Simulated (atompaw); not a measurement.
# Logarithmic derivatives: lithium (Li), PAW (atompaw)

atompaw 4.2.0.5 input, output lines left out:

```
Li 3
LDA-PW scalarrelativistic loggrid 1500 logderivrange -6 5 276
2 2 0 0 0 0
2 0 0
2 1 0
0 0 0
v
v
v
2
3.00 2.90 2.00 1.90
n
y
0.45
n
y
-0.15
y
0.55
n
custom rrkj gramschmidtortho sinc
bessel
0.65
0.90
3.00
3.00
3.00
3.00
```

The phase is arctan(r·u′/u) with u = r·R(r), unwrapped; energies in Ry, scanned from -6 to 5 Ry. A pole is an energy at which the radial function vanishes at the test radius. The pseudo phase is shifted by a multiple of π to meet the all-electron one at the reference energy, and phase errors are pseudo minus all-electron; the curves can meet again beyond the range given. Levels narrower than the energy grid can be missing from the lists of poles.

```
channel  radius (bohr)  reference energy (Ry)  poles, all-electron  poles, pseudo  unbroken range about the reference energy with phases within 0.05 rad  phase error 1 Ry above the reference energy (rad)
      s           3.00                  -0.48                 0.52           0.53                                                              below 2.4                                             +0.001
      p           3.00                  -0.34           0.42, 4.17     0.42, 4.33                                                        the whole range                                             +0.000
      d           3.00                  -0.15                 2.26           2.27                                                              below 3.8                                             +0.000
```

Phases in the s channel:

```json
{"E (Ry)": "-6.00", "all-electron": "1.426", "pseudo": "1.426"}
{"E (Ry)": "-5.52", "all-electron": "1.418", "pseudo": "1.418"}
{"E (Ry)": "-5.04", "all-electron": "1.410", "pseudo": "1.410"}
{"E (Ry)": "-4.56", "all-electron": "1.398", "pseudo": "1.398"}
{"E (Ry)": "-4.08", "all-electron": "1.390", "pseudo": "1.390"}
{"E (Ry)": "-3.60", "all-electron": "1.374", "pseudo": "1.374"}
{"E (Ry)": "-3.12", "all-electron": "1.355", "pseudo": "1.355"}
{"E (Ry)": "-2.64", "all-electron": "1.328", "pseudo": "1.328"}
{"E (Ry)": "-2.16", "all-electron": "1.289", "pseudo": "1.289"}
{"E (Ry)": "-1.68", "all-electron": "1.222", "pseudo": "1.222"}
{"E (Ry)": "-1.20", "all-electron": "1.078", "pseudo": "1.078"}
{"E (Ry)": "-0.72", "all-electron": "0.531", "pseudo": "0.531"}
{"E (Ry)": "-0.24", "all-electron": "-1.050", "pseudo": "-1.050"}
{"E (Ry)": "0.24", "all-electron": "-1.474", "pseudo": "-1.474"}
{"E (Ry)": "0.72", "all-electron": "-1.620", "pseudo": "-1.620"}
{"E (Ry)": "1.20", "all-electron": "-1.725", "pseudo": "-1.723"}
{"E (Ry)": "1.68", "all-electron": "-1.856", "pseudo": "-1.851"}
{"E (Ry)": "2.16", "all-electron": "-2.151", "pseudo": "-2.129"}
{"E (Ry)": "2.64", "all-electron": "-3.322", "pseudo": "-3.216"}
{"E (Ry)": "3.12", "all-electron": "-4.267", "pseudo": "-4.232"}
{"E (Ry)": "3.60", "all-electron": "-4.500", "pseudo": "-4.484"}
{"E (Ry)": "4.08", "all-electron": "-4.597", "pseudo": "-4.586"}
{"E (Ry)": "4.56", "all-electron": "-4.655", "pseudo": "-4.645"}
```
